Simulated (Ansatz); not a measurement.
`FB[SiH2][SiH3]` + NH₃ → `N[SiH2]BF` + SiH₄  (cleavage of the Si–Si bond)

Gas-phase electronic energies from Ansatz, PBE0-D4/def2-TZVP geometries. CCSD(T)/CBS adds triple-zeta CCSD(T) − MP2 to the extrapolated MP2 energy (def2 sets, frozen cores). This one scheme is used for every species. DFT in def2-TZVPP. B3LYP here is the variant with VWN-RPA as its local correlation; programs differ in this. HSE06 is defined as in plane-wave codes. One conformer a species, not always the lowest.

| level | ΔE (kJ/mol) | difference from CCSD(T)/CBS |
| --- | --- | --- |
| LDA (SPW92) | -16.6 | 13.0 |
| PBE-D4 | -10.7 | 18.9 |
| revPBE-D4 | -12.6 | 17.0 |
| BLYP-D4 | -27.0 | 2.6 |
| r2SCAN-D4 | -22.9 | 6.7 |
| B97M-V | -21.8 | 7.8 |
| PBE0-D4 | -16.7 | 12.9 |
| B3LYP-D4 | -30.7 | -1.1 |
| r2SCANh-D4 | -24.1 | 5.5 |
| r2SCAN0-D4 | -26.0 | 3.6 |
| HSE06-D4 | -16.4 | 13.2 |
| BHLYP-D4 | -37.8 | -8.2 |
| CAM-B3LYP-D4 | -38.4 | -8.8 |
| ωB97X-V | -31.4 | -1.8 |
| B2PLYP | -35.5 | -5.9 |
| PBE-QIDH | -27.5 | 2.1 |
| PBE | -12.4 | 17.2 |
| revPBE | -11.2 | 18.4 |
| BLYP | -29.3 | 0.3 |
| r2SCAN | -23.4 | 6.2 |
| PBE0 | -18.4 | 11.2 |
| r2SCANh | -24.7 | 4.9 |
| r2SCAN0 | -26.7 | 2.9 |
| HSE06 | -18.2 | 11.4 |
| CAM-B3LYP | -40.4 | -10.8 |
| LC-ωPBE | -28.8 | 0.8 |
| RPA@PBE/def2-TZVPP | -32.7 | -3.1 |
| HF/def2-SVP | -47.4 | -17.8 |
| CCSD/def2-SVP | -31.0 | -1.4 |
| CCSD(T)/def2-SVP | -28.7 | 0.9 |
| HF/def2-TZVPP | -52.6 | -23.0 |
| SCS-MP2/def2-TZVPP | -41.2 | -11.6 |
| CCSD/def2-TZVPP | -33.6 | -4.0 |
| CCSD(T)/def2-TZVPP | -30.2 | -0.6 |
| HF/def2-QZVPP | -53.6 | -24.0 |
| MP2/def2-QZVPP | -36.5 | -6.9 |
| SCS-MP2/def2-QZVPP | -41.1 | -11.5 |
| HF/CBS(def2) | -53.7 | -24.1 |
| MP2/CBS(def2) | -35.9 | -6.3 |
| CCSD/CBS(def2) | -33.0 | -3.4 |
| CCSD(T)/CBS | -29.6 | 0 |

Task: What do rigid-rotor, harmonic-oscillator terms from PBE0-D4/def2-TZVP frequencies (298.15 K, 1 bar) make of the CCSD(T)/CBS value? (Estimate.)

Result: The calculation gave: ΔZPE = -5.9 kJ/mol, ΔH = -37.2 kJ/mol, ΔS = -14 J/(mol·K), ΔG = -33.2 kJ/mol. Modes under 50 cm⁻¹ make the entropy rough.

Largest T1 diagnostic among the species: 0.015.

From PBE to PBE0 (25 % exact exchange), in def2-TZVPP and without D4, ΔE moves by −6.0 kJ/mol. In def2-TZVPP, CCSD(T) changes the Hartree–Fock value by +22.3 kJ/mol (the triples alone add +3.4 kJ/mol) and MP2 by +16.0 kJ/mol.
